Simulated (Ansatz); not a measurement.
`[F][GeH2][GaH2]` + `[OH][GeH3]` → `[F][GeH2][O][GeH3]` + `[GaH3]`  (cleavage of the Ge–Ga bond)

Computed with Ansatz on PBE0-D4/def2-TZVP structures; ΔE is electronic, products minus reactants. CBS: MP2 limit from def2 TZ/QZ plus the TZ coupled-cluster correction, frozen cores. DFT in def2-TZVPP. B3LYP here is the variant with VWN-RPA as its local correlation; programs differ in this. For Ga, Ge outer-core shells are correlated without core-valence functions, which leaves a few kJ/mol of doubt a bond. Scalar relativity is left out up to krypton. Each species was taken in one conformer, which may not be the lowest.

CCSD(T)/CBS gives -0.23 eV.

Question: Another level gave -0.05 eV. Which?
A. PBE-D4/def2-TZVPP
B. B3LYP/def2-TZVPP
C. B2PLYP/def2-TZVPP
D. r2SCAN/def2-TZVPP

Answer: A. PBE-D4 -0.05, r2SCAN -0.19, B3LYP -0.15, B2PLYP -0.24 eV.

Largest T1 diagnostic among the species: 0.013.

In def2-TZVPP, CCSD(T) changes the Hartree–Fock value by +0.13 eV (the triples alone add −0.00 eV) and MP2 by +0.09 eV. From PBE to PBE0 (25 % exact exchange), in def2-TZVPP and without D4, ΔE moves by −0.06 eV. The D4 term adds −0.04 eV with B3LYP and −0.02 eV with PBE0; it sums over pairs of atoms, weighted by their polarisabilities, and B3LYP, whose exchange is more repulsive, gets the larger term.
